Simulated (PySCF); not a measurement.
Job for PySCF: R-HF/3-21G on H4SiTe (SMILES [SiH3][TeH]), a point of a torsion scan.

```python
from pyscf import gto, scf, dft, mp
from pyscf.data.elements import chemcore

mol = gto.M(
    atom='''
    Si   -0.64035136    0.01232362    0.00036196
    Te    1.64892519    0.93604608   -0.22788409
    H    -0.87202824   -0.57780197    1.31430720
    H    -1.52332493    1.15467220   -0.18228541
    H    -0.93746026   -0.99690048   -1.01080305
    H     2.32362667   -0.53882277    0.05327100
    ''',
    basis='3-21g',
    charge=0, spin=0, verbose=3, max_memory=1800)
mf = scf.RHF(mol)
mf.conv_tol = 1e-8
mf.max_cycle = 100
mf.kernel()
if not mf.converged:
    mf = mf.newton().run(mf.mo_coeff, mf.mo_occ)
```

Task: What total energy does the run end on?

Result: -6872.3979 hartree.
